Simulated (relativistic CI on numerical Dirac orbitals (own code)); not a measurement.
Computed by Dirac-Coulomb-Breit CI, separate exchange-only KLI orbitals for each configuration, a model potential for QED, unscaled Slater integrals (own radial code, finite nucleus).

The strongest absorption lines from the ground level of an ion, among the configurations computed and to levels below about 245 eV (vacuum wavelength in Å, gf): 104.05 (0.55), 108.52 (6.3), 111.20 (3), 111.34 (2), 112.11 (1.8), 113.46 (1.6), 117.98 (0.49), 134.94 (0.54).

Problem. Which ion is it?
A. Xe XIX
B. Sn XVII
C. Ce XXV
D. Xe XXI

Solution. D. Xe XXI has 34 electrons and the ground level 4s²4p⁴ ³P2; the strongest line goes to 4s²4p³4d ³D°3. The pattern of lines fixes the number of electrons, and along that sequence the line energies rise steadily with the charge (about as its square where n changes within one kind of shell, about linearly where n is kept but much faster in heavy ions where fine structure, which grows about as Z⁴, sets the gap, and irregularly where shells cross), which fixes Z. Configurations outside the model, such as inner-shell arrays, can give stronger lines. At this charge energies of transitions that change n are usually good to better than 1 %, and those within a shell (Δn = 0) to a few per cent.

LS names give the leading component of a level, which can be under half, so a name can repeat, a term be missing and a line seem to break the LS rules.
